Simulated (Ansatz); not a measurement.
Cost and result for the atomization energy of `[SiH3][CH2][SnH2][Cl]` (11 atoms, 10 bonds).

Cartesian coordinates in Å:
```
Si -1.124 -1.048 0.678
C 0.325 -0.690 -0.451
Sn 1.064 1.309 -0.334
Cl -0.713 2.685 -0.981
H -2.287 -0.199 0.317
H -1.521 -2.479 0.583
H -0.738 -0.759 2.086
H 1.161 -1.354 -0.209
H 0.052 -0.866 -1.495
H 1.466 1.778 1.254
H 2.317 1.623 -1.447
```

Charge 0, multiplicity 1. Correlated methods include outer-core shells of Sn, which these sets cover unevenly. Sn: def2 effective core potential. Geometry: relaxed with PBE0-D4/def2-TZVP. It is one conformer, not always the lowest. Program: Ansatz. All runs use 4 threads of an Arm Neoverse V1 on a shared host. Times are those of one run each, without the atoms' runs, and a repeat can differ threefold. Electronic energies, without spin–orbit coupling; frozen cores. CCSD(T)/CBS adds CCSD(T) − MP2 in def2-TZVPP to the MP2 limit, and its time is that of the two runs behind it. T1 = 0.011. With those shells the extrapolation isn't a true limit. B3LYP takes the VWN-RPA correlation (the form of Gaussian; ORCA's B3LYP/G).

CCSD(T)/CBS is a level of theory with its own doubt, some kJ/mol a heavy atom from the limit and from the frozen cores, so smaller differences don't rank the functionals.

| level | functions | wall time | atomization (kcal/mol) | difference from CCSD(T)/CBS | per bond |
| --- | --- | --- | --- | --- | --- |
| PBE-D4/def2-TZVPP (with forces) | 263 | 3.1 s | 784.9 | -9.9 | -1.0 |
| PBE0-D4/def2-TZVPP | 263 | 4.2 s | 782.5 | -12.3 | -1.2 |
| r2SCAN-D4/def2-TZVPP (with forces) | 263 | 6.5 s | 788.6 | -6.2 | -0.6 |
| B3LYP-D4/def2-TZVPP (with forces) | 263 | 6.5 s | 785.0 | -9.8 | -1.0 |
| B2PLYP/def2-TZVPP | 263 | 7.5 s | 775.3 | -19.5 | -1.9 |
| ωB97X-V/def2-TZVPP | 263 | 11 s | 796.1 | 1.3 | 0.1 |
| ωB97M-V/def2-TZVPP (with forces) | 263 | 16 s | 790.3 | -4.5 | -0.4 |
| MP2/def2-QZVPP | 489 | 27 s | 782.2 | -12.6 | -1.3 |
| CCSD(T)/def2-TZVPP | 263 | 4.2 min | 773.9 | -20.9 | -2.1 |
| CCSD(T)/CBS(def2) | – | 4.7 min | 794.8 | 0.0 | 0.0 |

From PBE to PBE0 (25 % exact exchange), in def2-TZVPP and without D4, the atomization energy moves by −1.6 kcal/mol: exact exchange takes away binding that semilocal exchange gives to molecules. The D4 term adds +10.6 kcal/mol with B3LYP and +5.6 kcal/mol with PBE0; it sums over pairs of atoms, weighted by their polarisabilities, and B3LYP, whose exchange is more repulsive, gets the larger term. In def2-TZVPP, CCSD(T) changes the Hartree–Fock value by +181.2 kcal/mol (the triples alone add +9.2 kcal/mol) and MP2 by +177.0 kcal/mol; breaking electron pairs costs correlation energy, which Hartree–Fock lacks.

Spin–orbit coupling would lower the free Sn atoms strongly, and the atomization energy with them, by more than many differences here. For some Ge, Se and Sn compounds the MP2-based and the directly extrapolated limit differ by 10 to 25 kJ/mol.
